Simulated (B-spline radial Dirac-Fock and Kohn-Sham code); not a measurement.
# Ru³⁺ 3d3/2: cross section and angular parameters

System: Ru³⁺, configuration [Kr] 4d5; threshold 332.6 eV (orbital energy of the model). Model: Dirac-Hartree-Slater photoionisation with a Latter tail; cross sections with all multipoles, angular parameters from the dipole term and its interference with E2. Program: a radial B-spline solver.

For linearly polarised light dσ/dΩ = σ/(4π) [1 + β P₂(cos θ) + (δ + γ cos²θ) sin θ cos φ], with θ from the polarisation vector and φ the angle between the beam and the projection of the electron momentum on the plane normal to the polarisation.

```
hν (eV)  σ (kb)      β       γ       δ
    342    1620  0.639   0.002  -0.002
    349    1650  0.457  -0.006  -0.001
    523    1030  0.774  -0.044   0.017
    600     778  0.924  -0.027   0.023
    760     446  1.098   0.030   0.033
    767     436  1.103   0.033   0.033
    861     325  1.156   0.072   0.038
    868     318  1.159   0.075   0.038
    900     289  1.172   0.089   0.039
    962       ?      ?       ?       ?
 2984.4    7.47  1.082   0.774   0.115
   3660    3.70  1.011   0.906   0.141
   4750    1.46  0.912   1.068   0.182
   5190    1.06  0.877   1.121   0.198
   5310   0.972  0.868   1.134   0.203
   7630   0.249  0.725   1.333   0.287
 8047.8   0.202  0.705   1.359   0.302
 9251.7   0.118  0.651   1.423   0.343
  12000  0.0419  0.555   1.526   0.433
```

Q: Give the values at 962 eV.

A: σ = 241 kb, β = 1.193, γ = 0.116, δ = 0.042.

Values without a named source are computed, but for edge energies of neutral atoms, which are taken from tables.
